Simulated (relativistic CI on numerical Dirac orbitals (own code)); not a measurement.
**Hyperfine structure of Sm LI, mass number 149**

Method of calculation: Dirac-Coulomb-Breit CI, separate exchange-only KLI orbitals for each configuration, a model potential for QED, unscaled Slater integrals (own radial code, finite nucleus).

CI space (outside the closed core [Ne]): 3s², 3s3p, 3p², 3s3d, 3d², 3p3d, 3p4s, 3d4s, 3s4s, 3s4p, 3s4d, 3s4f, 3s5s, 3s5p, 3s5d, 3s5f. Levels of other configurations are missing.

Nuclear spin I = 7/2, μ = -0.6677 μN, Q = 0.075 b (tables of Stone and Pyykkö). The electronic factors are computed for point nuclear moments, without core polarisation or the Bohr-Weisskopf and QED corrections.

```json
{"Level": "3s3p ³P°1", "E (10³ cm⁻¹)": "948.7", "A (GHz)": "-338.8", "B (GHz)": "-3.12"}
{"Level": "3s3p ³P°2", "E (10³ cm⁻¹)": "2149.4", "A (GHz)": "-148.7", "B (GHz)": "17.7"}
{"Level": "3s3p ¹P°1", "E (10³ cm⁻¹)": "2399.1", "A (GHz)": "95.62", "B (GHz)": "11.8"}
{"Level": "3p² ¹D2", "E (10³ cm⁻¹)": "3252.5", "A (GHz)": "-63.05", "B (GHz)": "15.9"}
{"Level": "3p² ³P1", "E (10³ cm⁻¹)": "3261.8", "A (GHz)": "13.31", "B (GHz)": "8.85"}
{"Level": "3s3d ³D1", "E (10³ cm⁻¹)": "3539.1", "A (GHz)": "116.3", "B (GHz)": "1.57"}
{"Level": "3s3d ³D2", "E (10³ cm⁻¹)": "3601.0", "A (GHz)": "-114.2", "B (GHz)": "2.68"}
{"Level": "3s3d ³D3", "E (10³ cm⁻¹)": "3832.1", "A (GHz)": "-91.75", "B (GHz)": "4.03"}
```

Levels with J = 0, under 50 % of one LS term, or S terms without an open s electron are left out. Small factors come from cancelling terms and can be off by tens of per cent or more.

At this charge energies of transitions that change n are usually good to better than 1 %, and those within a shell (Δn = 0) to a few per cent.

(1) Give the hyperfine levels of 3s3p ³P°1 relative to its centre of gravity.

## Answers

(1) With K = F(F + 1) − I(I + 1) − J(J + 1), E = AK/2 + B[¾K(K + 1) − I(I + 1)J(J + 1)]/[2I(2I − 1)J(2J − 1)]: F = 5/2: 1523, F = 7/2: 341, F = 9/2: -1187 GHz.

LS names give the leading component of a level, which can be under half, so a name can repeat, a term be missing and a line seem to break the LS rules.
